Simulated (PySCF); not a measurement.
**Exercise with solution: dipole moment from atomic charges**

Al(Cl)(Me)(SH) (CH4AlClS), SMILES [CH3][Al]([SH])[Cl]. Atoms are numbered in the order given.

```xyz
8

Al    -0.1432    -0.1201     0.2999
Cl     1.8405    -0.6341    -0.1882
C     -0.9563    -0.7679     1.9363
H     -0.9778    -1.8703     1.9390
H     -1.9855    -0.4055     2.0801
H     -0.3576    -0.4573     2.8083
S     -1.1301     1.1547    -1.1674
H     -2.2855     1.2061    -0.4662
```

Geometry optimised at PBE0-D3(BJ)/def2-SVP. The values are those of a single conformer.

Charges (e) from CAM-B3LYP/def2-TZVP (PySCF):

| atom | Mulliken | ESP fit |
|---|---|---|
| Al1 | 0.516 | 0.724 |
| Cl2 | -0.251 | -0.269 |
| C3 | -0.548 | -0.816 |
| H4 | 0.143 | 0.198 |
| H5 | 0.133 | 0.186 |
| H6 | 0.143 | 0.199 |
| S7 | -0.281 | -0.398 |
| H8 | 0.145 | 0.176 |

The dipole moment of the full density is 2.59 D.

Question: What dipole moment does each set of point charges give, and which comes closer to that of the density?

Answer: 
μ = Σ q r, and 1 e Å = 4.8032 D.
Mulliken: Σ q r = (-0.481, -0.018, 0.357) e Å, |μ| = 2.88 D.
ESP fit: Σ q r = (-0.405, -0.074, 0.400) e Å, |μ| = 2.76 D.
ESP fit comes closer in size. Point charges leave out the atoms' own dipoles (lone pairs, polarised bonds); fits to the potential absorb them, partitions of the density don't.
